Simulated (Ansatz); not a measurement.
`PBSP` + H₂S → `PBS` + `PS`  (ligand exchange at a B–S bond)

Gas-phase electronic energies from Ansatz, PBE0-D4/def2-TZVP geometries. CCSD(T)/CBS adds triple-zeta CCSD(T) − MP2 to the extrapolated MP2 energy (def2 sets, frozen cores). This one scheme is used for every species. DFT in def2-TZVPP. HSE06 is defined as in plane-wave codes. One conformer a species, not always the lowest.

| level | ΔE (eV) |
| --- | --- |
| ωB97X-V | -0.03 |
| ωB97M-V | -0.03 |
| PBE | -0.04 |
| revPBE | -0.05 |
| r2SCANh | -0.04 |
| HSE06 | -0.04 |
| LC-ωPBE | -0.05 |
| RPA@PBE/def2-TZVPP | -0.01 |

**Question.** What does CCSD(T)/CBS give? (Estimate.)

**Answer.** Computed: 0.00 eV. The listed levels differ from it by -0.03, -0.03, -0.04, -0.05, -0.04, -0.04, -0.05, -0.01 eV.

Largest T1 diagnostic among the species: 0.016.

In def2-TZVPP, CCSD(T) changes the Hartree–Fock value by +0.07 eV (the triples alone add +0.02 eV) and MP2 by +0.08 eV. Leaving LDA and LC-ωPBE aside and taking each functional with its dispersion term where it has one, the values, not all of them listed here, spread over 0.03 eV, from ωB97X-V to BLYP-D4. The D4 term adds +0.04 eV with B3LYP and +0.02 eV with PBE0; it sums over pairs of atoms, weighted by their polarisabilities, and B3LYP, whose exchange is more repulsive, gets the larger term.

B3LYP here is the variant with VWN-RPA as its local correlation; programs differ in this.
